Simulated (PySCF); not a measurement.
C3H12AlNS.
SMILES: `C[NH][AlH2-][S+](C)C`

Torsions of this conformer, `[CH3:1][NH:2][AlH2-:3][S+:4]([CH3:5])[CH3:6]`: C1–N2–Al3–S4 174°, N2–Al3–S4–C5 -178°.

The closed-shell ground state was solved at several levels (PySCF, density fitting, gas phase, non-relativistic). Isolated species at its GFN2-xTB geometry (one conformer only).

```csv
level,basis functions,total energy (Eh),HOMO (eV),LUMO (eV),gap (eV),dipole (D)
PBE0/pcSseg-1,176,-816.3993,-5.55,0.18,5.73,3.69
wB97X-D/def2-SVPD,227,-816.5454,-7.51,1.63,9.14,3.71
```

Estimate the row for PBE0/def2-SVPD, a basis of 227 functions; the other rows only guide the guess.

Total energy -816.1390 Eh, HOMO -5.63 eV, LUMO -0.03 eV, gap 5.60 eV, dipole 3.71 D.

Over all these levels, which gives the widest orbital gap and which the narrowest?

wB97X-D/def2-SVPD (range-separated hybrid) has the widest, 9.14 eV, and PBE0/def2-SVPD (global hybrid, 25 % exact exchange) the narrowest, 5.60 eV. The two share the basis. From the narrowest to the widest the HOMO moves by -1.88 eV and the LUMO by +1.66 eV.

How far do the dipole and the HOMO energy spread over the levels?

The dipole runs from 3.69 to 3.71 D (mean 3.70 D) and the HOMO from -7.51 to -5.55 eV.

Note: wB97X-D ran without an empirical dispersion term, which enters the total energy and its gradient alone.
